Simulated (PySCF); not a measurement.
# Magnetic susceptibility: SMILES [AlH2][N]1CCCC1, C₄H₁₀AlN

Molfile (atoms numbered from 1):
```
C4H10AlN
     RDKit          3D

 16 16  0  0  0  0  0  0  0  0999 V2000
    2.2925    0.2024    0.7482 Al  0  0  0  0  0  3  0  0  0  0  0  0
    0.7121    0.0562   -0.0594 N   0  0  0  0  0  0  0  0  0  0  0  0
   -0.2072    1.1237   -0.4054 C   0  0  0  0  0  0  0  0  0  0  0  0
   -1.5804    0.6247    0.0756 C   0  0  0  0  0  0  0  0  0  0  0  0
   -1.4407   -0.9132    0.0857 C   0  0  0  0  0  0  0  0  0  0  0  0
    0.0000   -1.1631   -0.3918 C   0  0  0  0  0  0  0  0  0  0  0  0
    3.0681   -1.1414    1.0844 H   0  0  0  0  0  0  0  0  0  0  0  0
    2.8099    1.6651    1.0849 H   0  0  0  0  0  0  0  0  0  0  0  0
   -0.2308    1.2722   -1.5045 H   0  0  0  0  0  0  0  0  0  0  0  0
    0.0937    2.0826    0.0438 H   0  0  0  0  0  0  0  0  0  0  0  0
   -2.3941    0.9756   -0.5763 H   0  0  0  0  0  0  0  0  0  0  0  0
   -1.7906    1.0009    1.0879 H   0  0  0  0  0  0  0  0  0  0  0  0
   -1.5793   -1.3078    1.1033 H   0  0  0  0  0  0  0  0  0  0  0  0
   -2.1780   -1.4135   -0.5596 H   0  0  0  0  0  0  0  0  0  0  0  0
    0.0041   -1.3267   -1.4890 H   0  0  0  0  0  0  0  0  0  0  0  0
    0.4681   -2.0470    0.0681 H   0  0  0  0  0  0  0  0  0  0  0  0
  1  2  1  0
  2  3  1  0
  3  4  1  0
  4  5  1  0
  5  6  1  0
  6  2  1  0
  1  7  1  0
  1  8  1  0
  3  9  1  0
  3 10  1  0
  4 11  1  0
  4 12  1  0
  5 13  1  0
  5 14  1  0
  6 15  1  0
  6 16  1  0
M  END
```

The calculation used GIAO revPBE/pcSseg-0 magnetisability, rotational g tensor and spin-rotation constants, non-relativistic, gas phase (PySCF 2.14.0). Geometry: PBE0-D3(BJ)/def2-SVP.

**Question.** How diamagnetic is it, and how anisotropic?

**Answer.** Isotropic -1176 × 10⁻³⁰ J/T², or -70.8 × 10⁻⁶ cm³/mol; principal values -1249, -1143, -1136 × 10⁻³⁰ J/T², anisotropy 109 × 10⁻³⁰ J/T² (root of half the summed squared differences of the principal values). The susceptibility is in cgs units.

**Question.** Split it along the inertial axes a, b, c into diamagnetic and paramagnetic parts about the centre of mass, with the quadrupole moment.

**Answer.** 
| axis | χ (10⁻⁶ cm³/mol) | diamagnetic (10⁻⁶ cm³/mol) | paramagnetic (10⁻⁶ cm³/mol) | summed x² of all electrons (Å²) | quadrupole Θ (D Å) |
| --- | --- | --- | --- | --- | --- |
| a | -69.0 | -327.5 | 258.4 | 147.0 | -4.42 |
| b | -68.4 | -718.9 | 650.5 | 54.7 | -0.71 |
| c | -75.0 | -855.7 | 780.7 | 22.5 | +5.13 |

Anisotropies 2χaa − χbb − χcc = +5.4 and 2χbb − χaa − χcc = +7.2 × 10⁻⁶ cm³/mol. Θ is traceless in Buckingham's convention.

**Question.** And the rotational g tensor?

**Answer.** 
| axis | rotational constant (GHz) | g | nuclear part | electronic part |
| --- | --- | --- | --- | --- |
| a | 5.9203 | -0.0392 | 0.6796 | -0.7188 |
| b | 1.9636 | -0.0155 | 0.5845 | -0.6000 |
| c | 1.6445 | -0.0106 | 0.5925 | -0.6031 |

Asymmetric top; isotopes 27Al, 12C, 1H, 14N; no vibrational averaging.
